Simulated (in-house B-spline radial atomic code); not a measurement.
Inner levels of selenium as electrons are removed. A shift is the extra binding of the orbital against the neutral atom ([Ar] 3d10 4s2 4p1/2(2) 4p3/2(2)). The density at the nucleus is averaged over the nuclear charge. Computed with an all-electron radial atomic-structure program (B-spline basis): Dirac-Hartree-Fock, jj configuration that fills j = l - 1/2 first, finite nuclei.

A number in brackets counts the electrons of a j subshell.

```json
{"ion": "Se", "configuration": "[Ar] 3d10 4s2 4p1/2(2) 4p3/2(2)", "shift of 1s1/2 (eV)": "0", "shift of 3p1/2 (eV)": "0", "shift of 3s1/2 (eV)": "0", "radius of 1s1/2 (bohr)": "0.044063", "radius of 3p1/2 (bohr)": "0.58068", "radius of 3s1/2 (bohr)": "0.57106", "Σ<r²> (bohr²)": "40.918", "change of density at nucleus (bohr⁻³)": "-"}
{"ion": "Se+", "configuration": "[Ar] 3d10 4s2 4p1/2(2) 4p3/2(1)", "shift of 1s1/2 (eV)": "10.605", "shift of 3p1/2 (eV)": "10.56", "shift of 3s1/2 (eV)": "10.499", "radius of 1s1/2 (bohr)": "0.044063", "radius of 3p1/2 (bohr)": "0.58045", "radius of 3s1/2 (bohr)": "0.57098", "Σ<r²> (bohr²)": "31.196", "change of density at nucleus (bohr⁻³)": "3.9957"}
{"ion": "Se2+", "configuration": "[Ar] 3d10 4s2 4p1/2(2)", "shift of 1s1/2 (eV)": "23.038", "shift of 3p1/2 (eV)": "22.814", "shift of 3s1/2 (eV)": "22.68", "radius of 1s1/2 (bohr)": "0.044063", "radius of 3p1/2 (bohr)": "0.5801", "radius of 3s1/2 (bohr)": "0.57084", "Σ<r²> (bohr²)": "24.119", "change of density at nucleus (bohr⁻³)": "8.9005"}
{"ion": "Se3+", "configuration": "[Ar] 3d10 4s2 4p1/2(1)", "shift of 1s1/2 (eV)": "37.143", "shift of 3p1/2 (eV)": "36.254", "shift of 3s1/2 (eV)": "36.354", "radius of 1s1/2 (bohr)": "0.044062", "radius of 3p1/2 (bohr)": "0.58064", "radius of 3s1/2 (bohr)": "0.57061", "Σ<r²> (bohr²)": "18.585", "change of density at nucleus (bohr⁻³)": "14.344"}
{"ion": "Se4+", "configuration": "[Ar] 3d10 4s2", "shift of 1s1/2 (eV)": "52.785", "shift of 3p1/2 (eV)": "50.962", "shift of 3s1/2 (eV)": "51.36", "radius of 1s1/2 (bohr)": "0.044062", "radius of 3p1/2 (bohr)": "0.58075", "radius of 3s1/2 (bohr)": "0.5703", "Σ<r²> (bohr²)": "14.109", "change of density at nucleus (bohr⁻³)": "20.454"}
{"ion": "Se5+", "configuration": "[Ar] 3d10 4s1", "shift of 1s1/2 (eV)": "70.895", "shift of 3p1/2 (eV)": "68.297", "shift of 3s1/2 (eV)": "68.442", "radius of 1s1/2 (bohr)": "0.044062", "radius of 3p1/2 (bohr)": "0.57989", "radius of 3s1/2 (bohr)": "0.57079", "Σ<r²> (bohr²)": "10.872", "change of density at nucleus (bohr⁻³)": "-10.02"}
{"ion": "Se6+", "configuration": "[Ar] 3d10", "shift of 1s1/2 (eV)": "90.178", "shift of 3p1/2 (eV)": "86.607", "shift of 3s1/2 (eV)": "86.457", "radius of 1s1/2 (bohr)": "0.044062", "radius of 3p1/2 (bohr)": "0.57887", "radius of 3s1/2 (bohr)": "0.57074", "Σ<r²> (bohr²)": "8.0391", "change of density at nucleus (bohr⁻³)": "-46.84"}
{"ion": "Se7+", "configuration": "[Ar] 3d3/2(4) 3d5/2(5)", "shift of 1s1/2 (eV)": "126.55", "shift of 3p1/2 (eV)": "119.55", "shift of 3s1/2 (eV)": "118.76", "radius of 1s1/2 (bohr)": "0.044063", "radius of 3p1/2 (bohr)": "0.5709", "radius of 3s1/2 (bohr)": "0.56523", "Σ<r²> (bohr²)": "7.1822", "change of density at nucleus (bohr⁻³)": "-34.702"}
{"ion": "Se8+", "configuration": "[Ar] 3d3/2(4) 3d5/2(4)", "shift of 1s1/2 (eV)": "165.59", "shift of 3p1/2 (eV)": "154.2", "shift of 3s1/2 (eV)": "152.71", "radius of 1s1/2 (bohr)": "0.044064", "radius of 3p1/2 (bohr)": "0.56273", "radius of 3s1/2 (bohr)": "0.55943", "Σ<r²> (bohr²)": "6.4345", "change of density at nucleus (bohr⁻³)": "-20.812"}
{"ion": "Se9+", "configuration": "[Ar] 3d3/2(4) 3d5/2(3)", "shift of 1s1/2 (eV)": "207.23", "shift of 3p1/2 (eV)": "190.46", "shift of 3s1/2 (eV)": "188.22", "radius of 1s1/2 (bohr)": "0.044065", "radius of 3p1/2 (bohr)": "0.55448", "radius of 3s1/2 (bohr)": "0.55342", "Σ<r²> (bohr²)": "5.774", "change of density at nucleus (bohr⁻³)": "-5.2037"}
{"ion": "Se10+", "configuration": "[Ar] 3d3/2(4) 3d5/2(2)", "shift of 1s1/2 (eV)": "251.43", "shift of 3p1/2 (eV)": "228.25", "shift of 3s1/2 (eV)": "225.2", "radius of 1s1/2 (bohr)": "0.044067", "radius of 3p1/2 (bohr)": "0.5462", "radius of 3s1/2 (bohr)": "0.54727", "Σ<r²> (bohr²)": "5.1852", "change of density at nucleus (bohr⁻³)": "12.088"}
{"ion": "Se11+", "configuration": "[Ar] 3d3/2(4) 3d5/2(1)", "shift of 1s1/2 (eV)": "298.16", "shift of 3p1/2 (eV)": "267.53", "shift of 3s1/2 (eV)": "263.6", "radius of 1s1/2 (bohr)": "0.044068", "radius of 3p1/2 (bohr)": "0.53797", "radius of 3s1/2 (bohr)": "0.54103", "Σ<r²> (bohr²)": "4.6562", "change of density at nucleus (bohr⁻³)": "31.047"}
```
